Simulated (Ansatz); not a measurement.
Program: Ansatz. Geometries: PBE0-D4/def2-TZVP. ΔE: electronic, gas phase. CCSD(T)/CBS adds triple-zeta CCSD(T) − MP2 to the extrapolated MP2 energy (def2 sets, frozen cores). This one scheme is used for every species. Functionals use def2-TZVPP. B3LYP here is the variant with VWN-RPA as its local correlation; programs differ in this. One conformer a species, not always the lowest.

Consider the ligand exchange at the Si–S bond: `N[Si@H](F)S[Si@@H](N)Cl` + `N=CO` → `N[SiH](F)/N=C/O` + `N[SiH](S)Cl`.

| level | ΔE (eV) |
| --- | --- |
| B3LYP-D4 | 0.00 |
| PBE | 0.00 |
| r2SCAN | 0.00 |
| PBE0 | -0.01 |
| SCS-MP2/def2-TZVPP | -0.04 |
| CCSD(T)/def2-TZVPP | -0.02 |
| MP2/def2-QZVPP | 0.01 |
| MP2/CBS(def2) | 0.02 |

**Question.** What does CCSD(T)/CBS give? (An estimate is asked.)

**Answer.** The calculation gave: 0.00 eV. The listed levels differ from it by 0.00, 0.00, 0.00, -0.01, -0.04, -0.02, 0.01, 0.02 eV.

Largest T1 diagnostic among the species: 0.014.

In def2-TZVPP, CCSD(T) changes the Hartree–Fock value by +0.15 eV (the triples alone add +0.03 eV) and MP2 by +0.17 eV. The D4 term adds +0.12 eV with B3LYP and +0.07 eV with PBE0; it sums over pairs of atoms, weighted by their polarisabilities, and B3LYP, whose exchange is more repulsive, gets the larger term.
